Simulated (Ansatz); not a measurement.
**Question.** Predict a relaxed structure of GeMeH3 (CH6Ge), charge 0, singlet, at PBE-D4/def2-TZVP (Ansatz).

**Answer.** 
Cartesian coordinates in Å:
```
Ge -0.050 0.364 -0.847
C 0.056 -0.412 0.958
H -0.569 -1.311 1.022
H -0.293 0.314 1.704
H 1.092 -0.687 1.193
H 0.811 1.649 -0.936
H -1.514 0.729 -1.194
H 0.467 -0.646 -1.901
```
Point group C3v (tolerance 0.1 Å). This is one stationary point.
